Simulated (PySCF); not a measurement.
Constitutional and geometric isomers with formula CH5BSi. Isolated molecules, 0 K electronic values unless said otherwise. One relaxed conformer stands for each flexible species; it need not be the lowest. Strings in code marks are SMILES.

Level of theory: PySCF with PBE-D3(BJ)/def2-TZVP // r2SCAN-D4/def2-TZVP. Excitations are Tamm–Dancoff values on a coarser integration grid. The basis has no diffuse functions, so Rydberg states are missing or too high.

```json
[
 {"species": "`B1C[SiH2]1`", "S1–T1 gap (TDA) (eV)": "1.17", "S1 excitation (TDA) (eV)": "4.11", "S1 oscillator strength": "0.028"},
 {"species": "`[H]/B=C\\[SiH3]`", "S1–T1 gap (TDA) (eV)": "(withheld)", "S1 excitation (TDA) (eV)": "3.81", "S1 oscillator strength": "0.005"},
 {"species": "`[H]/B=[SiH]/C`", "S1–T1 gap (TDA) (eV)": "(withheld)", "S1 excitation (TDA) (eV)": "1.12", "S1 oscillator strength": "0.000"},
 {"species": "`B[SiH]=C`", "S1–T1 gap (TDA) (eV)": "2.30", "S1 excitation (TDA) (eV)": "3.86", "S1 oscillator strength": "(withheld)"},
 {"species": "`C=B[SiH3]`", "S1–T1 gap (TDA) (eV)": "0.43", "S1 excitation (TDA) (eV)": "2.83", "S1 oscillator strength": "0.000"},
 {"species": "`CB=[SiH2]`", "S1–T1 gap (TDA) (eV)": "(withheld)", "S1 excitation (TDA) (eV)": "1.84", "S1 oscillator strength": "0.000"}
]
```

Task: What belongs in the gaps?

Result: 
- `[H]/B=C\[SiH3]`, S1–T1 gap (TDA) (eV): 0.44
- `[H]/B=[SiH]/C`, S1–T1 gap (TDA) (eV): 0.63
- `B[SiH]=C`, S1 oscillator strength: 0.000
- `CB=[SiH2]`, S1–T1 gap (TDA) (eV): 0.53
